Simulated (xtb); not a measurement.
CH4BF, SMILES CBF. All values are semi-empirical tight-binding results from xtb (GFN2-xTB unless named), good for trends rather than for accurate numbers. Coordinates come from a GFN2-xTB optimisation.

Optimised geometry:

```xyz
7

B     -0.2248    -0.4581     0.1491
H     -0.8688    -1.4168     0.3688
F      0.9444    -0.3983     0.7512
C     -0.6783     0.7144    -0.7943
H     -1.6068     1.1570    -0.4373
H     -0.8926     0.3441    -1.7953
H      0.0624     1.5049    -0.8769
```
Charge 0, spin multiplicity 1.

point group as xtb finds it: Cs
orbital gap: 5.02 eV
dipole moment: 1.52 D
zero-point energy: 31.6 kcal/mol
G − E(el) at 298.15 K (modified RRHO): 15.3 kcal/mol
static polarisability (D4 model): 28.8 bohr³
solvation energy, GFN2-xTB/ALPB(water): -1.3 kcal/mol
solvation energy, GFN2-xTB/ALPB(octanol): -2.0 kcal/mol

### Question
Give the IR lines (harmonic; lines under 4 % of the strongest left out, lines within 3 cm⁻¹ merged). (The exact figures need the calculation; the answer reports its results.)

### Answer
ν (cm⁻¹): 869 (s), 1003 (w), 1059 (w), 1296 (vs), 1379 (m), 2605 (m), 3014 (w), 3055 (w) (against the strongest line: vs over 80 %, s over 45 %, m over 15 %, w over 4 %, vw less)

Computed atomic charges and the Wiberg bond orders between heavy atoms:
charges (e) B1 0.38, H2 -0.08, F3 -0.25, C4 -0.20, H5 0.06, H6 0.06, H7 0.05. Bond orders B1–F3 1.14, B1–C4 1.05.
